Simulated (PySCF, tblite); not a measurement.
A set of runs on `[F][GeH2][CH]1[SiH2][SiH2][SiH2]1`; the geometry of each is named by its level. Settings lines and outputs come from a driver script.

CH₉FGeSi₃.
Atom-mapped SMILES: `[F:1][GeH2:2][CH:3]1[SiH2:4][SiH2:5][SiH2:6]1` (hydrogens: H7, H8 on Ge2; H9 on C3; H10, H11 on Si4; H12, H13 on Si5; H14, H15 on Si6)

Step 1: GFN2-xTB geometry optimisation, gas phase (tblite 0.8.0) (from a force-field or distance-geometry start)
```json
{"job": {"kind": "relax", "xc": "GFN2-xTB", "basis": "xTB"}, "charge": 0, "multiplicity": 1}
```
```
step      E/eV     max force
  0    -503.70949    3.422
  1    -504.04378    1.116
  2    -504.21747    1.209
...
104    -505.17338    0.034
105    -505.17354    0.025
106    -505.17364    0.023
107    -505.17369    0.011
108    -505.17371    0.009
```

Energy lowered by 33.8 kcal/mol over 108 steps; largest atomic force 0.009 eV/Å at the end. «max force» is the largest atomic force in eV/Å.

On an Arm Neoverse N1 with one thread, no GPU, shared host with 64 logical CPUs at a one-minute load of 60, this took 1.7 s wall.

Step 2: GFN2-xTB harmonic vibrations, gas phase (tblite 0.8.0) (on the GFN2-xTB geometry)
```json
{"job": {"kind": "ir", "xc": "GFN2-xTB", "basis": "xTB"}, "charge": 0, "multiplicity": 1}
```
```
(table of modes left out)
```

39 modes from 37 to 2938 cm⁻¹ (unscaled, harmonic); zero-point energy 50.0 kcal/mol; all wavenumbers are real at this level.

The run took 1.2 s of wall time on one thread of an Arm Neoverse N1, shared host.

Step 3: TDDFT PBE0/def2-SVPD, vertical, gas phase, core orbitals frozen in the response (PySCF 2.14.0, density-fitted response routines) (on the GFN2-xTB geometry)
```json
{"job": {"kind": "uv", "xc": "PBE0", "basis": "def2-SVPD", "nstates": 8, "ntriplets": 3}, "charge": 0, "multiplicity": 1}
```
```
...
Static polarisability (au): isotropic 125.020, principal 104.508 130.015 140.537
Singlet excitations
state   eV       nm        f      main configurations
  1   5.5521    223.3   0.00078   H->L 0.96
  2   5.7848    214.3   0.01161   H-1->L 0.98
  3   5.9177    209.5   0.09853   H->L+1 0.88
  4   6.1091    203.0   0.00780   H-1->L+1 0.98
  5   6.2975    196.9   0.00264   H-2->L 0.96
  6   6.5437    189.5   0.00001   H-1->L+2 0.69, H-2->L+1 0.18, H-1->L+3 0.09
  7   6.7028    185.0   0.06826   H-2->L+1 0.71, H-1->L+2 0.18
  8   6.7175    184.6   0.00989   H-1->L+3 0.77, H-1->L+2 0.08
Triplet excitations (Tamm-Dancoff, eV): 4.9439 5.1420 5.2168
```

HOMO -7.87 eV, LUMO -1.03 eV; lowest singlet 5.55 eV; lowest triplet 4.94 eV (Tamm–Dancoff); mean polarisability 125.0 au.

Hardware: one thread of an Arm Neoverse N1, on a shared host. Cost: 86 s, 0.85 GiB resident at most.

Geometry of the electronic-property runs (GFN2-xTB):
```
atom  x, y, z in Å
F1     1.798   -1.111   -1.299
Ge2    2.132    0.074   -0.033
C3     0.364    0.592    0.635
Si4   -0.618   -0.974    1.232
Si5   -1.986   -0.684   -0.651
Si6   -0.715    1.280   -0.828
H7     3.049   -0.729    0.869
H8     2.933    1.101   -0.812
H9     0.522    1.322    1.429
H10   -1.166   -0.680    2.567
H11    0.237   -2.152    1.429
H12   -3.431   -0.539   -0.414
H13   -1.898   -1.668   -1.737
H14    0.087    1.620   -2.012
H15   -1.311    2.556   -0.398
```

 (This holds for the electronic-property runs.)

One conformer stands for the species.
